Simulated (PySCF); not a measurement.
C7H14O2.
Numbering: `[CH3:1][CH:2]([CH3:3])[C@@H:4]([CH3:5])[CH2:6][O:7][CH:8]=[O:9]` (hydrogens: H10, H11, H12 on C1; H13 on C2; H14, H15, H16 on C3; H17 on C4; H18, H19, H20 on C5; H21, H22 on C6; H23 on C8)

Method: PBE/def2-SVP geometry optimisation, gas phase (PySCF); density fitting, grid level 1; the optimiser is geomeTRIC in internal coordinates, started from a GFN2-xTB structure.

Step 0: E = -11558.7188 eV
```
atom  x, y, z in Å  |  force x, y, z in eV/Å
C1     -1.4039    1.3310   -0.2315    0.350  -0.438  -0.203
C2     -0.7907   -0.0589   -0.4117   -0.611   0.090   0.597
C3     -1.9165   -1.0717   -0.6238    0.555   0.334  -0.107
C4      0.0906   -0.4495    0.7917    0.791  -0.049  -0.702
C5      0.6333   -1.8753    0.6839   -0.324   0.497   0.187
C6      1.2730    0.5131    0.9737   -0.531  -0.137   0.154
O7      2.1533    0.4729   -0.1558    0.138  -1.183   0.507
C8      2.2279    1.5389   -0.9227    0.622  -0.019  -0.744
O9      1.6567    2.5811   -0.7825   -0.766   1.366   0.213
H10    -1.9416    1.3888    0.7129   -0.420   0.086   0.626
H11    -0.6508    2.1129   -0.2575    0.464   0.567   0.022
H12    -2.1074    1.5299   -1.0367   -0.494   0.203  -0.490
H13    -0.1635   -0.0508   -1.3104    0.348  -0.027  -0.455
H14    -2.5866   -0.7207   -1.4053   -0.484   0.159  -0.501
H15    -1.5315   -2.0406   -0.9271    0.153  -0.715  -0.176
H16    -2.4946   -1.1927    0.2900   -0.455  -0.132   0.602
H17    -0.5160   -0.3705    1.7012   -0.310   0.108   0.493
H18    -0.1689   -2.6053    0.7239   -0.465  -0.562  -0.001
H19     1.3137   -2.0779    1.5083    0.459  -0.230   0.510
H20     1.1798   -2.0002   -0.2476    0.387  -0.149  -0.600
H21     1.8720    0.2022    1.8344    0.295  -0.113   0.404
H22     0.9344    1.5412    1.1225   -0.088   0.469   0.097
H23     2.9325    1.3292   -1.7469    0.386  -0.127  -0.435
```

Question: Estimate the geometry and energy of step 1. (The exact step hangs on the optimiser's Hessian estimate; all steps are aligned on step 0, rigid shifts and turns removed.)

Answer: E = -11558.8904 eV, largest force 0.153 eV/Å
```
atom  x, y, z in Å  |  force x, y, z in eV/Å
C1     -1.4306    1.3368   -0.2289   -0.035   0.067   0.014
C2     -0.8309   -0.0648   -0.4021    0.115  -0.015  -0.068
C3     -1.9521   -1.0902   -0.6127   -0.065  -0.049  -0.007
C4      0.1095   -0.4556    0.7723   -0.093   0.053   0.072
C5      0.6464   -1.8892    0.6761    0.035  -0.072  -0.006
C6      1.2696    0.5285    0.9689    0.023   0.024   0.068
O7      2.1860    0.4791   -0.1523    0.080  -0.049  -0.121
C8      2.3078    1.5731   -0.9304   -0.090   0.040   0.108
O9      1.7337    2.6308   -0.7874    0.019   0.009  -0.029
H10    -2.0015    1.4083    0.7229    0.000   0.009  -0.014
H11    -0.6608    2.1326   -0.2356    0.005   0.006   0.000
H12    -2.1377    1.5596   -1.0540    0.005   0.012   0.008
H13    -0.2049   -0.0608   -1.3273   -0.041   0.006   0.028
H14    -2.6359   -0.7526   -1.4182   -0.004  -0.019   0.006
H15    -1.5732   -2.0900   -0.9016   -0.002   0.000   0.008
H16    -2.5618   -1.2106    0.3097    0.000  -0.002  -0.016
H17    -0.4957   -0.3724    1.7097    0.055  -0.004  -0.041
H18    -0.1653   -2.6408    0.7011    0.007  -0.001  -0.001
H19     1.3296   -2.1126    1.5215   -0.002  -0.005  -0.008
H20     1.2212   -2.0326   -0.2623   -0.002  -0.007   0.016
H21     1.8706    0.2292    1.8530   -0.021   0.014  -0.008
H22     0.9297    1.5724    1.1054   -0.022   0.006  -0.003
H23     3.0418    1.3485   -1.7447    0.029  -0.022  -0.007
```

The energy changes by -0.1716 eV. The first-order estimate −F·Δx gives -0.3487 eV and the mean of the old and new forces, exact on a quadratic surface, -0.1748 eV. The step makes an angle of 70° with the force vector and moves no atom by more than 0.111 Å.

The cost below is that of the whole optimisation. Time: 2.2 min wall, 11 min CPU; peak memory 1.2 GiB. Hardware: 4 threads, Intel Xeon Platinum 8259CL at 2.50 GHz (x86_64), shared host with 96 logical CPUs at a one-minute load of 56.
